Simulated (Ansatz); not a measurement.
A short molecular-dynamics run on C2H2N2O2Sn (`O=C=[N][SnH2][N]=C=O`).

```yaml
crystal:
  periodic: [false, false, false]
  atoms:
    - {symbol: O, position_ang: [-2.497610, -0.285753, 2.020698]}
    - {symbol: C, position_ang: [-1.783940, -0.766671, 1.235508]}
    - {symbol: N, position_ang: [-1.091006, -1.322822, 0.424346]}
    - {symbol: Sn, position_ang: [0.577991, -0.921095, -0.617986]}
    - {symbol: N, position_ang: [1.193925, 0.891767, -0.005103]}
    - {symbol: C, position_ang: [0.973160, 2.048611, -0.250857]}
    - {symbol: O, position_ang: [0.810358, 3.186821, -0.439701]}
    - {symbol: H, position_ang: [1.761054, -2.023049, -0.129195]}
    - {symbol: H, position_ang: [0.144566, -0.854009, -2.254808]}
basis:
  gaussian: {orbitals: def2-SVP}
hamiltonian: {xc: {name: PBE}, dispersion: d3bj}
md: {timestep: 2 fs, n_steps: 30, ensemble: nvt_langevin, temperature: 300, initial_velocities: maxwell_boltzmann, friction: 0.01, seed: 569}
```

```sh
$ ansatz run in.yaml --threads 4 --pin off --events-out ev --progress --plain --max-ram 11315MiB
```

| step | time (fs) | potential energy (eV) | kinetic (eV) | T (K) | conserved (eV) |
| --- | --- | --- | --- | --- | --- |
| 0 | 0.0 | -14995.6936 | 0.3102 | 267 | – |
| 1 | 2.0 | -14995.6458 | 0.2314 | 199 | – |
| 2 | 4.0 | -14995.6282 | 0.2205 | 190 | – |
| 3 | 6.0 | -14995.6613 | 0.2625 | 226 | – |
| 4 | 8.0 | -14995.6450 | 0.2819 | 242 | – |
| 5 | 10.0 | -14995.5950 | 0.2864 | 246 | – |
| 6 | 12.0 | -14995.5797 | 0.2758 | 237 | – |
| 7 | 14.0 | -14995.5802 | 0.2895 | 249 | – |
| 8 | 16.0 | -14995.5658 | 0.3025 | 260 | – |
| 9 | 18.0 | -14995.5758 | 0.2902 | 249 | – |
| 10 | 20.0 | -14995.6453 | 0.3386 | 291 | – |
| 11 | 22.0 | -14995.6731 | 0.3386 | 291 | – |
| 12 | 24.0 | -14995.6141 | 0.3109 | 267 | – |
| 13 | 26.0 | -14995.6122 | 0.3275 | 282 | – |
| 14 | 28.0 | -14995.6631 | 0.3142 | 270 | – |
| 15 | 30.0 | -14995.6567 | 0.3359 | 289 | – |
| 16 | 32.0 | -14995.6262 | 0.3009 | 259 | – |
| 17 | 34.0 | -14995.6276 | 0.2717 | 234 | – |
| 18 | 36.0 | -14995.6104 | 0.2603 | 224 | – |
| 19 | 38.0 | -14995.5646 | 0.2208 | 190 | – |
| 20 | 40.0 | -14995.5746 | 0.2425 | 208 | – |
| 21 | 42.0 | -14995.6131 | 0.3099 | 266 | – |
| 22 | 44.0 | -14995.5831 | 0.2952 | 254 | – |
| 23 | 46.0 | -14995.5650 | 0.2836 | 244 | – |
| 24 | 48.0 | -14995.6208 | 0.2930 | 252 | – |
| 25 | 50.0 | -14995.6301 | 0.2799 | 241 | – |
| 26 | 52.0 | -14995.6057 | 0.2900 | 249 | – |
| 27 | 54.0 | -14995.6519 | 0.2787 | 240 | – |
| 28 | 56.0 | -14995.6916 | 0.3199 | 275 | – |
| 29 | 58.0 | -14995.6376 | 0.2876 | 247 | – |
| 30 | 60.0 | -14995.5894 | 0.2695 | 232 | – |

Velocities are drawn at the set temperature; a run this short doesn't reach equilibrium.

Frames (Å, forces in eV/Å):

```xyz
9
time=0.0 fs
O    -2.498   -0.286    2.021   -1.125    0.729    1.226
C    -1.784   -0.767    1.236   -0.041    0.090    0.087
N    -1.091   -1.323    0.424    0.527   -0.910   -0.886
Sn    0.578   -0.921   -0.618    0.295   -0.431   -0.369
N     1.194    0.892   -0.005    0.497   -1.166    0.513
C     0.973    2.049   -0.251   -0.066    0.114   -0.055
O     0.810    3.187   -0.440   -0.237    1.775   -0.276
H     1.761   -2.023   -0.129    0.226   -0.212    0.086
H     0.145   -0.854   -2.255   -0.076    0.011   -0.326
9
time=2.0 fs
O    -2.495   -0.293    2.016   -1.921    1.280    2.103
C    -1.790   -0.759    1.231    0.716   -0.453   -0.712
N    -1.101   -1.316    0.417    0.649   -0.931   -0.999
Sn    0.579   -0.923   -0.614    0.030   -0.253   -0.549
N     1.193    0.894   -0.009    0.566   -2.130    0.749
C     0.960    2.039   -0.245   -0.252    3.005   -0.653
O     0.825    3.198   -0.452   -0.120   -0.093    0.091
H     1.778   -1.986   -0.137    0.380   -0.411    0.173
H     0.150   -0.836   -2.260   -0.048   -0.014   -0.203
9
time=4.0 fs
O    -2.496   -0.298    2.014   -2.078    1.408    2.293
C    -1.793   -0.754    1.225    0.938   -0.667   -0.963
N    -1.108   -1.314    0.408    0.614   -0.872   -0.941
Sn    0.580   -0.925   -0.611   -0.037   -0.297   -0.912
N     1.193    0.891   -0.011    0.427   -1.566    0.745
C     0.948    2.039   -0.241   -0.074    3.628   -0.874
O     0.838    3.210   -0.465   -0.129   -1.165    0.360
H     1.809   -1.963   -0.146    0.309   -0.407    0.166
H     0.155   -0.817   -2.283    0.029   -0.063    0.124
9
time=6.0 fs
O    -2.502   -0.299    2.017   -1.376    0.992    1.528
C    -1.792   -0.749    1.217    0.249   -0.314   -0.215
N    -1.115   -1.313    0.396    0.566   -0.849   -0.882
Sn    0.581   -0.926   -0.608    0.145   -0.456   -1.221
N     1.195    0.884   -0.011    0.050    0.399    0.520
C     0.937    2.050   -0.240    0.474    1.602   -0.617
O     0.852    3.218   -0.477   -0.244   -0.999    0.401
H     1.851   -1.955   -0.154    0.044   -0.243    0.088
H     0.156   -0.792   -2.304    0.093   -0.132    0.397
9
time=8.0 fs
O    -2.513   -0.298    2.023   -0.247    0.319    0.261
C    -1.792   -0.746    1.207   -0.675    0.146    0.809
N    -1.118   -1.315    0.381    0.266   -0.688   -0.557
Sn    0.583   -0.928   -0.605    0.418   -0.558   -1.414
N     1.198    0.877   -0.011   -0.348    2.457    0.274
C     0.928    2.068   -0.242    1.058   -1.287   -0.173
O     0.867    3.223   -0.487   -0.374   -0.121    0.276
H     1.889   -1.958   -0.171   -0.213   -0.077    0.030
H     0.157   -0.767   -2.310    0.115   -0.192    0.494
9
time=10.0 fs
O    -2.526   -0.297    2.030    0.696   -0.242   -0.819
C    -1.795   -0.744    1.200   -1.018    0.194    1.174
N    -1.120   -1.322    0.365   -0.441   -0.228    0.236
Sn    0.586   -0.929   -0.603    0.738   -0.534   -1.334
N     1.198    0.879   -0.011   -0.576    3.364    0.149
C     0.923    2.083   -0.245    1.385   -2.952    0.103
O     0.883    3.230   -0.496   -0.457    0.556    0.155
H     1.915   -1.969   -0.190   -0.396    0.060    0.008
H     0.169   -0.742   -2.293    0.069   -0.219    0.328
9
time=12.0 fs
O    -2.537   -0.297    2.035    1.129   -0.505   -1.323
C    -1.802   -0.743    1.197   -0.662   -0.186    0.727
N    -1.122   -1.330    0.350   -1.264    0.382    1.210
Sn    0.589   -0.931   -0.601    0.991   -0.395   -0.947
N     1.197    0.890   -0.009   -0.623    2.950    0.153
C     0.922    2.089   -0.248    1.438   -2.454    0.019
O     0.899    3.240   -0.505   -0.503    0.276    0.211
H     1.926   -1.981   -0.209   -0.468    0.132    0.025
H     0.191   -0.719   -2.258   -0.037   -0.200   -0.075
9
time=14.0 fs
O    -2.547   -0.297    2.034    1.022   -0.467   -1.234
C    -1.815   -0.742    1.198    0.160   -0.772   -0.197
N    -1.127   -1.339    0.339   -1.922    0.924    2.011
Sn    0.592   -0.933   -0.599    1.064   -0.142   -0.407
N     1.196    0.909   -0.006   -0.492    1.369    0.301
C     0.924    2.089   -0.249    1.263   -0.288   -0.389
O     0.912    3.250   -0.514   -0.545   -0.597    0.393
H     1.918   -1.992   -0.224   -0.395    0.110    0.079
H     0.211   -0.704   -2.222   -0.155   -0.136   -0.558
9
time=16.0 fs
O    -2.555   -0.297    2.030    0.698   -0.318   -0.902
C    -1.831   -0.745    1.197    0.776   -1.093   -0.831
N    -1.136   -1.344    0.335   -2.032    1.135    2.212
Sn    0.596   -0.935   -0.597    0.826    0.249    0.013
N     1.194    0.932   -0.001   -0.219   -0.922    0.570
C     0.930    2.087   -0.252    0.918    2.274   -0.884
O     0.924    3.256   -0.525   -0.577   -1.218    0.514
H     1.889   -2.001   -0.233   -0.163   -0.030    0.167
H     0.224   -0.692   -2.199   -0.226   -0.077   -0.859
9
time=18.0 fs
O    -2.560   -0.297    2.024    0.408   -0.182   -0.601
C    -1.844   -0.752    1.193    0.821   -0.968   -0.796
N    -1.151   -1.347    0.337   -1.486    0.952    1.707
Sn    0.600   -0.938   -0.595    0.299    0.685    0.112
N     1.190    0.951    0.005   -0.032   -2.497    0.762
C     0.939    2.092   -0.257    0.655    3.419   -1.102
O     0.934    3.259   -0.534   -0.577   -1.100    0.459
H     1.854   -2.011   -0.241    0.133   -0.237    0.269
H     0.233   -0.678   -2.198   -0.221   -0.072   -0.810
9
time=20.0 fs
O    -2.564   -0.298    2.014    0.159   -0.053   -0.339
C    -1.856   -0.760    1.186    0.407   -0.513   -0.227
N    -1.170   -1.349    0.342   -0.493    0.461    0.684
Sn    0.604   -0.940   -0.593   -0.220    0.970   -0.061
N     1.188    0.960    0.011   -0.134   -2.121    0.614
C     0.951    2.107   -0.266    0.687    1.732   -0.708
O     0.943    3.261   -0.542   -0.536   -0.011    0.183
H     1.821   -2.035   -0.237    0.283   -0.332    0.317
H     0.248   -0.667   -2.220   -0.154   -0.133   -0.462
9
time=22.0 fs
O    -2.569   -0.300    2.003   -0.063    0.071   -0.090
C    -1.866   -0.771    1.178   -0.353    0.203    0.717
N    -1.189   -1.349    0.350    0.785   -0.289   -0.685
Sn    0.607   -0.941   -0.592   -0.509    0.967   -0.338
N     1.187    0.959    0.017   -0.363   -0.430    0.207
C     0.964    2.127   -0.277    0.855   -1.657    0.101
O     0.950    3.263   -0.549   -0.468    1.564   -0.210
H     1.802   -2.073   -0.222    0.177   -0.201    0.274
H     0.262   -0.659   -2.257   -0.060   -0.229    0.025
9
time=24.0 fs
O    -2.576   -0.303    1.992   -0.335    0.229    0.241
C    -1.875   -0.781    1.174   -0.937    0.783    1.406
N    -1.205   -1.350    0.356    1.872   -0.950   -1.844
Sn    0.610   -0.942   -0.591   -0.597    0.728   -0.481
N     1.186    0.955    0.024   -0.474    1.101   -0.178
C     0.981    2.143   -0.289    0.904   -4.111    0.738
O     0.955    3.269   -0.555   -0.389    2.436   -0.440
H     1.788   -2.122   -0.201   -0.054    0.076    0.176
H     0.272   -0.660   -2.290    0.010   -0.291    0.382
9
time=26.0 fs
O    -2.586   -0.304    1.981   -0.702    0.436    0.692
C    -1.887   -0.790    1.174   -0.613    0.665    0.990
N    -1.216   -1.353    0.355    2.063   -0.981   -1.976
Sn    0.614   -0.941   -0.590   -0.611    0.407   -0.440
N     1.183    0.955    0.030   -0.396    1.483   -0.336
C     1.000    2.146   -0.298    0.708   -3.528    0.707
O     0.959    3.282   -0.561   -0.267    1.458   -0.252
H     1.769   -2.173   -0.175   -0.231    0.344    0.081
H     0.281   -0.676   -2.307    0.049   -0.284    0.532
9
time=28.0 fs
O    -2.599   -0.304    1.973   -1.082    0.639    1.129
C    -1.902   -0.796    1.178    0.490   -0.049   -0.319
N    -1.220   -1.359    0.349    1.391   -0.430   -1.154
Sn    0.617   -0.939   -0.590   -0.639    0.142   -0.219
N     1.180    0.958    0.034   -0.192    0.731   -0.224
C     1.021    2.137   -0.303    0.289   -0.538    0.114
O     0.959    3.296   -0.567   -0.061   -0.752    0.203
H     1.734   -2.209   -0.144   -0.243    0.469    0.028
H     0.293   -0.706   -2.303    0.047   -0.213    0.444
9
time=30.0 fs
O    -2.616   -0.302    1.970   -0.978    0.504    1.007
C    -1.915   -0.802    1.181    1.233   -0.512   -1.213
N    -1.219   -1.365    0.340    0.515    0.200   -0.150
Sn    0.620   -0.936   -0.589   -0.728    0.078    0.096
N     1.178    0.963    0.037    0.031   -0.464    0.021
C     1.043    2.125   -0.307   -0.206    2.597   -0.518
O     0.958    3.308   -0.571    0.197   -2.648    0.563
H     1.686   -2.216   -0.114   -0.060    0.360    0.062
H     0.311   -0.737   -2.280   -0.004   -0.117    0.132
9
time=32.0 fs
O    -2.635   -0.299    1.968   -0.225   -0.078    0.191
C    -1.923   -0.811    1.179    1.003   -0.291   -1.053
N    -1.219   -1.371    0.329   -0.087    0.587    0.527
Sn    0.622   -0.933   -0.588   -0.830    0.211    0.421
N     1.177    0.967    0.039    0.154   -0.986    0.102
C     1.064    2.122   -0.315   -0.563    3.736   -0.685
O     0.957    3.313   -0.573    0.409   -3.256    0.628
H     1.639   -2.204   -0.085    0.214    0.107    0.159
H     0.328   -0.766   -2.251   -0.076   -0.029   -0.289
9
time=34.0 fs
O    -2.653   -0.298    1.967    0.698   -0.731   -0.765
C    -1.925   -0.818    1.174    0.305    0.177   -0.428
N    -1.218   -1.377    0.318   -0.422    0.795    0.892
Sn    0.623   -0.929   -0.587   -0.870    0.380    0.614
N     1.177    0.969    0.043    0.172   -0.215   -0.155
C     1.084    2.133   -0.323   -0.684    2.120   -0.234
O     0.957    3.312   -0.575    0.490   -2.437    0.421
H     1.599   -2.188   -0.044    0.428   -0.105    0.234
H     0.340   -0.796   -2.235   -0.116    0.017   -0.579
9
time=36.0 fs
O    -2.669   -0.298    1.963    1.499   -1.248   -1.542
C    -1.922   -0.822    1.168   -0.510    0.648    0.284
N    -1.218   -1.381    0.310   -0.513    0.860    0.991
Sn    0.624   -0.925   -0.586   -0.798    0.406    0.592
N     1.179    0.970    0.045    0.189    1.025   -0.521
C     1.102    2.150   -0.330   -0.661   -0.977    0.519
O     0.958    3.304   -0.574    0.426   -0.608    0.029
H     1.577   -2.178    0.004    0.470   -0.125    0.219
H     0.346   -0.827   -2.238   -0.100    0.018   -0.571
9
time=38.0 fs
O    -2.682   -0.301    1.956    1.930   -1.496   -1.897
C    -1.920   -0.826    1.162   -1.117    0.988    0.776
N    -1.219   -1.383    0.305   -0.392    0.794    0.863
Sn    0.625   -0.921   -0.584   -0.627    0.208    0.508
N     1.180    0.972    0.045    0.252    1.680   -0.712
C     1.119    2.163   -0.335   -0.635   -3.375    1.060
O     0.958    3.297   -0.574    0.309    1.120   -0.331
H     1.571   -2.177    0.058    0.332    0.071    0.089
H     0.354   -0.860   -2.253   -0.052    0.009   -0.357
9
time=40.0 fs
O    -2.691   -0.307    1.945    1.760   -1.340   -1.633
C    -1.923   -0.828    1.162   -1.001    0.861    0.532
N    -1.221   -1.383    0.304   -0.340    0.791    0.815
Sn    0.626   -0.916   -0.581   -0.494   -0.059    0.379
N     1.180    0.978    0.042    0.337    1.272   -0.611
C     1.134    2.165   -0.335   -0.774   -3.292    0.998
O     0.962    3.294   -0.574    0.332    1.456   -0.402
H     1.574   -2.174    0.120    0.162    0.302   -0.088
H     0.364   -0.891   -2.280    0.018    0.009    0.010
9
time=42.0 fs
O    -2.697   -0.317    1.931    0.986   -0.804   -0.796
C    -1.930   -0.827    1.165   -0.064    0.224   -0.505
N    -1.219   -1.382    0.307   -0.481    0.910    0.967
Sn    0.626   -0.911   -0.578   -0.425   -0.234    0.294
N     1.181    0.989    0.035    0.412   -0.386   -0.177
C     1.150    2.157   -0.331   -1.081   -0.688    0.311
O     0.968    3.295   -0.576    0.528    0.526   -0.208
H     1.583   -2.153    0.182    0.050    0.429   -0.235
H     0.375   -0.918   -2.306    0.075    0.023    0.350
9
time=44.0 fs
O    -2.699   -0.329    1.916   -0.054   -0.111    0.261
C    -1.936   -0.826    1.166    1.015   -0.478   -1.600
N    -1.217   -1.380    0.311   -0.492    0.930    0.958
Sn    0.626   -0.906   -0.576   -0.414   -0.261    0.303
N     1.182    1.002    0.025    0.447   -2.687    0.434
C     1.163    2.147   -0.327   -1.351    2.604   -0.579
O     0.978    3.296   -0.578    0.723   -0.444    0.009
H     1.596   -2.109    0.230    0.036    0.399   -0.287
H     0.389   -0.942   -2.317    0.090    0.046    0.500
9
time=46.0 fs
O    -2.700   -0.341    1.903   -0.835    0.412    1.032
C    -1.937   -0.825    1.163    1.447   -0.763   -1.966
N    -1.215   -1.376    0.319   -0.127    0.704    0.529
Sn    0.625   -0.901   -0.573   -0.490   -0.166    0.317
N     1.183    1.008    0.017    0.446   -3.633    0.695
C     1.173    2.145   -0.325   -1.404    3.624   -0.887
O     0.989    3.295   -0.580    0.753   -0.444    0.027
H     1.607   -2.044    0.265    0.138    0.203   -0.215
H     0.402   -0.967   -2.311    0.073    0.065    0.467
9
time=48.0 fs
O    -2.702   -0.351    1.893   -0.932    0.506    1.119
C    -1.932   -0.826    1.155    0.783   -0.364   -1.196
N    -1.213   -1.371    0.327    0.619    0.214   -0.325
Sn    0.625   -0.895   -0.571   -0.606   -0.035    0.363
N     1.185    1.004    0.013    0.444   -2.369    0.408
C     1.179    2.154   -0.329   -1.257    1.495   -0.377
O     1.001    3.293   -0.581    0.608    0.576   -0.176
H     1.618   -1.969    0.290    0.310   -0.083   -0.059
H     0.412   -0.986   -2.288    0.030    0.060    0.243
9
time=50.0 fs
O    -2.706   -0.361    1.888   -0.423    0.249    0.601
C    -1.926   -0.827    1.141   -0.716    0.521    0.426
N    -1.208   -1.366    0.335    1.549   -0.419   -1.391
Sn    0.624   -0.890   -0.567   -0.604   -0.013    0.536
N     1.187    0.995    0.010    0.437   -0.339   -0.037
C     1.178    2.165   -0.334   -1.003   -1.763    0.411
O     1.013    3.290   -0.581    0.381    2.019   -0.470
H     1.636   -1.903    0.312    0.415   -0.287    0.060
H     0.425   -1.002   -2.256   -0.036    0.032   -0.135
9
time=52.0 fs
O    -2.710   -0.372    1.888    0.025    0.050    0.103
C    -1.922   -0.824    1.128   -1.708    1.022    1.536
N    -1.201   -1.362    0.339    1.990   -0.745   -1.938
Sn    0.623   -0.884   -0.564   -0.405   -0.193    0.788
N     1.191    0.986    0.007    0.395    1.078   -0.304
C     1.174    2.171   -0.338   -0.816   -3.468    0.829
O     1.026    3.293   -0.582    0.267    2.557   -0.570
H     1.669   -1.853    0.333    0.341   -0.303    0.032
H     0.437   -1.020   -2.228   -0.090    0.003   -0.475
9
time=54.0 fs
O    -2.715   -0.386    1.889    0.179    0.024   -0.115
C    -1.922   -0.818    1.120   -1.589    0.783    1.491
N    -1.189   -1.362    0.338    1.571   -0.524   -1.587
Sn    0.621   -0.878   -0.560   -0.088   -0.453    0.930
N     1.197    0.982    0.005    0.318    1.305   -0.297
C     1.168    2.167   -0.340   -0.807   -2.144    0.557
O     1.037    3.302   -0.586    0.358    1.235   -0.283
H     1.711   -1.814    0.348    0.165   -0.223   -0.084
H     0.444   -1.041   -2.214   -0.107   -0.003   -0.611
9
time=56.0 fs
O    -2.719   -0.397    1.889   -0.010    0.156    0.020
C    -1.924   -0.811    1.118   -0.470   -0.041    0.419
N    -1.174   -1.363    0.333    0.454    0.104   -0.546
Sn    0.619   -0.873   -0.556    0.278   -0.707    0.902
N     1.203    0.983    0.001    0.235    0.497   -0.057
C     1.161    2.155   -0.338   -0.815    0.953   -0.129
O     1.049    3.315   -0.589    0.459   -0.855    0.158
H     1.757   -1.779    0.361   -0.035   -0.127   -0.219
H     0.450   -1.064   -2.212   -0.095    0.019   -0.547
9
time=58.0 fs
O    -2.722   -0.408    1.886   -0.456    0.393    0.416
C    -1.928   -0.805    1.120    1.020   -1.011   -1.009
N    -1.159   -1.364    0.326   -0.800    0.761    0.596
Sn    0.617   -0.867   -0.552    0.653   -0.933    0.640
N     1.210    0.987   -0.003    0.164   -0.600    0.243
C     1.150    2.143   -0.338   -0.713    3.779   -0.760
O     1.060    3.326   -0.591    0.430   -2.415    0.474
H     1.803   -1.744    0.374   -0.239   -0.046   -0.356
H     0.456   -1.090   -2.227   -0.057    0.071   -0.245
9
time=60.0 fs
O    -2.726   -0.417    1.884   -0.468    0.405    0.395
C    -1.929   -0.803    1.116    1.488   -1.346   -1.408
N    -1.147   -1.364    0.321   -1.457    1.018    1.128
Sn    0.615   -0.861   -0.548    0.937   -1.056    0.157
N     1.219    0.989   -0.008    0.076   -0.753    0.296
C     1.138    2.143   -0.340   -0.478    4.354   -0.869
O     1.072    3.331   -0.592    0.276   -2.716    0.525
H     1.840   -1.703    0.382   -0.359   -0.047   -0.420
H     0.458   -1.114   -2.254   -0.015    0.140    0.197
```

Hardware: 4 threads of an Arm Neoverse V2 on a shared host. Wall time 31 s, peak host memory 0.16 GiB.
